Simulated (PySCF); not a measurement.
Al(Cl)(GeH3)(Me) (CH6AlClGe), SMILES [CH3][Al]([Cl])[GeH3].

Geometry optimised at B3LYP-D3(BJ)/def2-SVP. The structure was generated by enumeration; whether it is a known compound was not checked.

All values below come from HF/def2-TZVP (PySCF).

The molecule is in vacuum.

**Question.** Estimate the frontier levels, gap, dipole moment and polarisability. (An estimate is asked for; the answer gives what the named calculation found.)

**Answer.** 
The highest occupied level is -10.12 eV and the lowest empty level comes out as 1.19 eV. The orbital gap is 11.31 eV, the dipole moment is 1.88 D and the quadrupole, principal values (traceless, Buckingham form, about the centre of nuclear charge) is -8.68, 0.74, 7.93 D·Å. The mean static polarisability is 79.1 bohr³ (11.73 Å³). The polarisability, principal values comes out as 65.3, 81.3, 90.9 bohr³.
